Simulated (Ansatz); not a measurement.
Energy needed to pull apart AlGeH4Cl (SMILES [AlH2][GeH2][Cl]), singlet, into free ground-state atoms, from the structure below (displaced at random from a GFN2-xTB minimum); no zero-point or spin–orbit terms; open-shell atoms are treated unrestricted, in their ground-state multiplicity.

```
7
angstrom
Al -1.0665 0.3188 -0.9850
Ge 0.7519 -0.5609 0.3969
Cl 0.3928 -1.3582 2.3437
H -2.1510 -0.4266 -1.8207
H -1.0666 1.8408 -0.8160
H 2.2477 -0.8558 0.1822
H 0.9038 1.0351 0.6668
```

Computed with Ansatz 0.2.0 (basis: def2-TZVPP); correlated methods freeze the cores. Filled d shells of the heavier atoms are correlated. The def2 sets are not built for correlating such inner shells, so the correlated values are less sure here.

```csv
method,atomization energy (kJ/mol)
PBE-D4,1640
revPBE-D4,1609
r2SCAN-D4,1674
B97M-V,?
PBE0-D4,1637
wB97M-V,?
HF,1219
MP2,1622
CCSD,1614
CCSD(T),1634
```

Task: What does B97M-V give? (To be estimated.)

Result: By the calculation: 1717 kJ/mol, which is about 83 kJ/mol more than CCSD(T)/def2-TZVPP.

Task: What does wB97M-V give? (Judge from chemistry; the value comes from the calculation.)

Result: The calculation gives: 1659 kJ/mol, which is about 25 kJ/mol more than CCSD(T)/def2-TZVPP.

In triple zeta the MP2 and coupled-cluster atomization energies are still short of their basis limit by a few kcal/mol a bond, whereas those of the functionals are nearly converged, so these differences are not deviations from converged CCSD(T).

The T1 diagnostic stays at or below 0.012.

For scale, one of the runs: CCSD(T)/def2-TZVPP forces, 188 basis functions (an equivalent command: `ansatz run in.yaml --threads 4`). The run took 3.2 min on 4 CPU threads (shared host), with 3.3 GiB of host memory at its peak.
